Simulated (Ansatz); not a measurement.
Cost and result up the ladder for Al3Cl3 (the lowest singlet isomer of a short search) (6 atoms). Charge 0, multiplicity 1. Geometry: r2SCAN-D4/def2-SVP.

```xyz
6

Al    0.5200    1.2679   -1.0038
Al    1.2387    0.7223    1.4001
Al   -0.3883   -0.9747    0.3478
Cl   -1.1277    0.3038    2.1521
Cl    1.5016    1.2351   -2.8886
Cl   -1.7443   -2.5544   -0.0076
```

Ansatz on 4 threads of Arm Neoverse V1 on a shared host. Times are rough, and most runs start from the orbitals of an earlier one. No level here is sound enough to serve as a yardstick. Binding counts from free atoms at the same level (Al doublet, Cl doublet; other spins of the atoms weren't run), without zero-point energy or a counterpoise term.

Correlated methods freeze 30 core orbitals. The structure comes from a short search, and lower isomers may exist.

Run but left out: HF/STO-3G, PBE-QIDH/def2-TZVP (restricted singlet, unstable in another Hartree–Fock run and untested here).

Correlated methods converge slowly with the basis.

```tsv
level	functions	wall time	binding energy per atom (eV)	remarks
PBE-D4/def2-SVP	108	1.3 s	2.91	restricted SCF unstable in HF
PBE0-D4/def2-SVP	108	1.8 s	2.83	restricted SCF unstable in HF
PBE-D4/def2-TZVP	222	2.7 s	2.89	restricted SCF unstable in HF
MP2/def2-TZVP	222	3.9 s	2.83	restricted SCF unstable
PBE-D4/def2-TZVPD	267	4.3 s	2.89	restricted SCF unstable in HF
RPA@PBE/def2-TZVP	222	5.5 s	2.42	restricted SCF unstable in HF
PBE0-D4/def2-TZVP	222	6 s	2.83	restricted SCF unstable in HF
r2SCAN-D4/def2-TZVP (with forces)	222	7.5 s	2.88	restricted SCF unstable in HF
PBE0-D4/def2-TZVPD	267	8.5 s	2.83	restricted SCF unstable in HF
r2SCAN0-D4/def2-TZVP	222	9 s	2.80	restricted SCF unstable in HF
B97M-V/def2-TZVP	222	10 s	2.93	restricted SCF unstable in HF
B97M-V/def2-TZVPD	267	16 s	2.93	restricted SCF unstable in HF
CCSD(T)/def2-TZVPP	252	2.3 min	2.69	restricted SCF unstable
```
